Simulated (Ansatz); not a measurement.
Geometry optimisation, DFT PBEsol, scalar-relativistic, plane waves, PAW (Ansatz 0.2.0).

input.yaml

```yaml
crystal:
  lattice:
    - [7.398, 0.0, 0.0]
    - [-3.699, 6.406856, 0.0]
    - [0.0, 0.0, 12.0]
  atoms:
    - { symbol: C, position: [0.0, 0.0, 0.08333333] }
    - { symbol: C, position: [0.22222222, 0.11111111, 0.08333333] }
    - { symbol: C, position: [0.0, 0.33333333, 0.08333333] }
    - { symbol: C, position: [0.22222222, 0.44444444, 0.08333333] }
    - { symbol: C, position: [0.0, 0.66666666, 0.08333333] }
    - { symbol: C, position: [0.22222222, 0.77777777, 0.08333333] }
    - { symbol: C, position: [0.33333333, 0.0, 0.08333333] }
    - { symbol: C, position: [0.55555556, 0.11111111, 0.08333333] }
    - { symbol: C, position: [0.33333333, 0.33333333, 0.08333333] }
    - { symbol: C, position: [0.55555555, 0.44444444, 0.08333333] }
    - { symbol: C, position: [0.33333333, 0.66666666, 0.08333333] }
    - { symbol: C, position: [0.55555555, 0.77777777, 0.08333333] }
    - { symbol: C, position: [0.66666667, 0.0, 0.08333333] }
    - { symbol: C, position: [0.88888889, 0.11111111, 0.08333333] }
    - { symbol: C, position: [0.66666667, 0.33333333, 0.08333333] }
    - { symbol: C, position: [0.88888889, 0.44444444, 0.08333333] }
    - { symbol: C, position: [0.66666666, 0.66666666, 0.08333333] }
    - { symbol: C, position: [0.88888889, 0.77777777, 0.08333333] }
    - { symbol: F, position: [0.88888889, 0.11111111, 0.195] }
    - { symbol: H, position: [1.03703703, 0.51851851, 0.13] }
basis:
  ecutwfc: 420.0
kpoints:
  mp_grid: { grid: [2, 2, 1] }
hamiltonian:
  xc: pbesol
scf:
  occupations: { method: fermi_dirac, width: 0.02 }
  lower_state_search: "off"
relax:
  f_tol: 0.03
  max_steps: 60
  adjacent_minimum: "off"
```

Command:

```bash
$ ansatz run input.yaml --threads 1 --pin off --max-ram 3072MiB --backend cpu --events-out ev --progress --plain --runs-dir out
```

Where does it end, and by what steps?

It converged. The force dipped under the threshold on the way, but the program's further checks kept it going. Limits of this set-up: coarse k mesh, slab without dipole correction, no dispersion correction for a molecule that may bind weakly. After 14 steps the energy has fallen by 4.917 eV; H20 moved furthest, 1.17 Å. The start is strongly strained (largest force component 11 eV/Å).

```
step  energy less start (eV)  largest force component (eV/Å)  accepted
   0                  0.0000                          10.532       yes
   1                 -2.4712                           4.499       yes
   2                 -3.7487                           1.224       yes
   3                 -4.2225                           1.121       yes
   4                 -4.5201                           0.785       yes
   5                 -4.6890                           0.437       yes
   6                 -4.7849                           0.650       yes
   7                 -4.8612                           0.581       yes
   8                 -4.8856                           0.469       yes
   9                 -4.9126                           0.152       yes
  10                 -4.9116                           0.177        no
  11                 -4.9154                           0.086       yes
  12                 -4.9170                           0.065       yes
  13                 -4.9172                           0.028       yes
  14                 -4.9172                           0.027       yes
```

```xyz
20
Lattice="7.3980 0.0000 0.0000 -3.6990 6.4069 0.0000 0.0000 0.0000 12.0000" Properties=species:S:1:pos:R:3
C 0.058 0.022 0.945
C 1.274 0.734 0.869
C -1.158 2.159 0.972
C 0.041 2.863 0.870
C -2.425 4.331 0.914
C -1.194 5.018 0.851
C 2.504 0.029 0.824
C 3.743 0.738 0.875
C 1.278 2.155 0.870
C 2.502 2.868 0.899
C 0.042 4.296 0.847
C 1.275 5.009 0.886
C 4.966 0.021 0.945
C 6.216 0.730 1.264
C 3.714 2.145 0.936
C 4.975 2.879 1.154
C 2.507 4.293 0.919
C 3.744 5.020 0.913
F 6.174 0.728 2.855
H 4.976 2.844 2.292
```

Whether the end is a true minimum wasn't checked by a vibrational analysis.

The run took 95 s on 1 thread of Arm Neoverse V2, with other jobs on the host, peak memory 0.64 GiB.
